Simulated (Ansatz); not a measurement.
A structure relaxed at PBE0-D4/def2-SVP in Ansatz, charge 0, singlet:

```csv
atom,x (Å),y (Å),z (Å)
Ag1,0.150,-1.397,0.115
I2,-2.129,-0.142,1.053
Ag3,-0.150,1.397,-0.116
I4,2.129,0.142,-1.052
```

Give its formula, name or SMILES and point group.

(AgI)2 ring (Ag₂I₂). Point group D2h (tolerance 0.1 Å).

Summarise the bond lengths by kind (pairs closer than 1.2 times the sum of covalent radii, bridged metal pairs left out).

4 × Ag–I 2.77 Å.

In the def2 sets Ag, I take a core potential; there is no spin–orbit coupling.
